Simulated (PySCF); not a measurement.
CCl2F, SMILES F[C](Cl)Cl (connectivity only; charge and spin as stated), charge +1, multiplicity 1.

Coordinates come from a B3LYP-D3(BJ)/def2-SVP optimisation. The multiplicity is an assumed one; other spin states were not compared. The isomer is the one that the SMILES or the coordinates give; other isomers of the formula were not compared.

Two levels are set side by side: TDA-PBE/def2-SVPD (PySCF) and ADC(2)/aug-cc-pVDZ (PySCF). Vertical, same geometry; the bases differ. Differences are taken from unrounded values.

```
quantity                        ADC(2)
------------------------------  ------
lowest singlet excitation (eV)    4.51
```

Q: What does TDA-PBE give, and how far is it from ADC(2)? (Estimate from the structure and the level; the computed values follow.)

A: 
| quantity | TDA-PBE | TDA-PBE minus ADC(2) |
|---|---|---|
| lowest singlet excitation (eV) | 3.98 | -0.53 |

A lower first singlet is the usual sign of a functional without exact exchange. Differences between two approximate levels are no errors against the true value.

Rough cost on one machine, each run with all the roots and properties that it gave: ADC(2) against TDA-PBE about 10 times.
